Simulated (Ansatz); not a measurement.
Cost and result for the atomization energy of CH₆OSi₂ (10 atoms, 9 bonds).

Z-matrix (Å, degrees):
```
C
Si 1 1.858
H 1 1.091 2 111.4
H 1 1.097 2 108.5 3 -119.0
H 1 1.092 2 111.0 3 121.6
O 2 1.596 1 114.3 3 61.7
H 2 1.487 1 114.6 3 -167.8
Si 6 1.674 2 160.1 1 -5.9
H 8 1.504 6 105.5 2 -45.0
H 8 1.500 6 104.4 2 -155.8
```

Charge 0, multiplicity 1. The bonds changed during the relaxation, so this is another structure than the one it started from. Geometry: relaxed with PBE0-D4/def2-TZVP. Program: Ansatz. All runs use 2 threads of an Intel Xeon 6975P-C on a shared host. Times are those of one run each, without the atoms' runs, and a repeat can differ threefold. Electronic energies, without spin–orbit coupling; frozen cores. CCSD(T)/CBS adds CCSD(T) − MP2 in def2-TZVPP to the MP2 limit, and its time is that of the two runs behind it. T1 = 0.052; the RHF reference is unstable towards UHF. B3LYP takes the VWN-RPA correlation (the form of Gaussian; ORCA's B3LYP/G).

CCSD(T)/CBS is a level of theory with its own doubt, some kJ/mol a heavy atom from the limit and from the frozen cores, so smaller differences don't rank the functionals.

```csv
level,functions,wall time
LDA (SPW92)/def2-TZVPP,230,3 s
revPBE-D4/def2-TZVPP,230,4.1 s
CAM-B3LYP-D4/def2-TZVPP,230,4.2 s
PBE-QIDH/def2-TZVPP,230,5.5 s
B3LYP-D4/def2-TZVPP (with forces),230,6 s
CCSD(T)/def2-SVP,94,6 s
PBE-D4/def2-TZVPP (with forces),230,6 s
ωB97X-V/def2-TZVPP,230,8 s
r2SCAN-D4/def2-TZVPP (with forces),230,9.5 s
B2PLYP/def2-TZVPP,230,9.5 s
MP2/def2-QZVPP,434,36 s
CCSD(T)/def2-TZVPP,230,4.4 min
CCSD(T)/CBS(def2),–,5 min
```

Task: What atomization energy does each give, and how far from CCSD(T)/CBS? (Estimate.)

Result: The calculation gave: 
```
                             level  atomization (kJ/mol)  difference from CCSD(T)/CBS  per bond
            LDA (SPW92)/def2-TZVPP                3816.3                        430.4      47.8
              revPBE-D4/def2-TZVPP                3322.7                        -63.2      -7.0
           CAM-B3LYP-D4/def2-TZVPP                3325.1                        -60.8      -6.8
               PBE-QIDH/def2-TZVPP                3280.9                       -105.0     -11.7
 B3LYP-D4/def2-TZVPP (with forces)                3352.5                        -33.4      -3.7
                  CCSD(T)/def2-SVP                3139.7                       -246.2     -27.4
   PBE-D4/def2-TZVPP (with forces)                3392.2                          6.3       0.7
                ωB97X-V/def2-TZVPP                3295.8                        -90.1     -10.0
r2SCAN-D4/def2-TZVPP (with forces)                3366.3                        -19.6      -2.2
                 B2PLYP/def2-TZVPP                3312.5                        -73.4      -8.2
                    MP2/def2-QZVPP                3340.9                        -45.0      -5.0
                CCSD(T)/def2-TZVPP                3292.7                        -93.2     -10.4
                 CCSD(T)/CBS(def2)                3385.9                          0.0       0.0
```

From BLYP to BHLYP (50 % exact exchange), in def2-TZVPP and without D4, the atomization energy moves by −123.3 kJ/mol: exact exchange takes away binding that semilocal exchange gives to molecules. In def2-TZVPP, CCSD(T) changes the Hartree–Fock value by +967.3 kJ/mol (the triples alone add +94.8 kJ/mol) and MP2 by +958.7 kJ/mol; breaking electron pairs costs correlation energy, which Hartree–Fock lacks. At CCSD(T), def2-SVP lies −246.2 kJ/mol from the extrapolated value and def2-TZVPP −93.2 kJ/mol: correlation converges slowly with the basis, and small sets miss more of it in the bonded molecule than in its fragments.
